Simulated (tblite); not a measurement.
Species: C7H4ClFO.
Geometry (GFN2-xTB, Å), atoms numbered from 1 in this order:
```
atom  x, y, z in Å
O1     2.973   -1.011    0.110
C2     2.300   -0.140   -0.348
Cl3    3.064    1.101   -1.332
C4     0.846   -0.014   -0.155
C5     0.254   -1.012    0.633
C6    -1.098   -1.017    0.898
C7    -1.908   -0.018    0.377
C8    -1.354    0.979   -0.404
C9     0.006    0.979   -0.666
F10    0.469    1.976   -1.430
H11    0.899   -1.781    1.030
H12   -1.524   -1.798    1.508
H13   -2.968   -0.013    0.578
H14   -1.958    1.769   -0.822
```

Method: GFN2-xTB as coded in tblite; computed harmonic values from a numerical Hessian at the method's own geometry, unscaled. This tight-binding method is rough: wavenumbers can miss measured ones by several per cent, in bad cases by 10 to 20. One conformer, not necessarily the lowest. The optimisation stopped once no atom felt more than 0.01 eV/Å.

Lowest wavenumbers of the output (negative numbers stand for imaginary wavenumbers):
```
mode    cm-1
  1     -29.4
  2     116.8
  3     181.0
  4     230.4
  5     281.4
  6     339.2
  7     389.1
  8     456.7
```

Q: Is this structure a minimum?

A: Not by this Hessian. 1 mode is imaginary beyond 20i (29i cm⁻¹), so at this level the point lies at or near a first-order saddle. The curvature is small, so loose convergence or finite differences may be the whole cause.

Q: Which atoms move in the imaginary mode?

A: 29i: Cl3 (chlorine bonded to C) 34 %, O1 (carbonyl oxygen) 30 %, F10 (aryl fluorine) 21 %. These are shares of the mass-weighted motion.

Q: What is the remedy?

A: Step along that mode in both directions, optimise again with tighter thresholds and repeat the frequencies. The zero-point energy of this point (56.1 kcal/mol) counts the 35 real modes alone, and thermal corrections from it aren't those of a minimum.
